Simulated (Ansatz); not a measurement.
Reaction (redistribution): `[NH2][Ga]([F])[Cl]` + `[F][SnH2][SH]` → `[F][Ga]([SH])[Cl]` + `[NH2][SnH2][F]`

Gas-phase electronic energies from Ansatz, PBE0-D4/def2-TZVP geometries. CBS: MP2 limit from def2 TZ/QZ plus the TZ coupled-cluster correction, frozen cores. DFT in def2-TZVPP. B3LYP here is the variant with VWN-RPA as its local correlation; programs differ in this. def2 core potentials past Kr. For Ga, Sn outer-core shells are correlated without core-valence functions, which leaves a few kJ/mol of doubt a bond. Scalar relativity is left out up to krypton. Each species was taken in one conformer, which may not be the lowest.

`[NH2][Ga]([F])[Cl]`:

Z-matrix (Å, degrees):
```
N
Ga 1 1.791
H 1 1.005 2 121.8
H 1 1.005 2 122.2 3 -159.9
F 2 1.743 1 119.0 3 -11.1
Cl 2 2.117 1 124.0 3 171.5
```

`[F][SnH2][SH]`:

Cartesian coordinates in Å:
```
F 1.031 1.651 0.573
Sn 0.528 -0.030 -0.216
S -1.846 -0.056 -0.382
H 1.192 -0.007 -1.777
H 1.105 -1.185 0.889
H -2.010 -0.372 0.913
```

`[F][Ga]([SH])[Cl]`:

```xyz
5

F    -1.601   -0.581   -0.723
Ga    0.087   -0.386   -0.336
S     0.673    1.131    1.099
Cl    1.445   -1.675   -1.319
H    -0.605    1.511    1.279
```

`[NH2][SnH2][F]`:

Z-matrix (Å, degrees):
```
Sn
F 1 1.934
N 1 2.003 2 109.1
H 1 1.697 2 104.6 3 -117.2
H 1 1.697 2 104.6 3 117.2
H 3 1.011 1 114.8 2 63.2
H 3 1.011 1 114.8 2 -63.3
```

**Question.** Is it downhill or uphill in electronic energy at CCSD(T)/CBS, and by how much? (Estimate.)

**Answer.** The calculation gave: Uphill: ΔE = +0.13 eV.

**Question.** What do these levels give: B3LYP-D4, ωB97X-V, PBE, SCS-MP2/def2-TZVPP, MP2/CBS(def2), CCSD/CBS(def2)? (Estimate.)

**Answer.** The calculation gave: B3LYP-D4 0.10, ωB97X-V 0.11, PBE 0.08, SCS-MP2/def2-TZVPP 0.11, MP2/CBS(def2) 0.14, CCSD/CBS(def2) 0.15 eV.

Largest T1 diagnostic among the species: 0.013.

In def2-TZVPP, CCSD(T) changes the Hartree–Fock value by −0.05 eV (the triples alone add −0.01 eV) and MP2 by −0.03 eV.
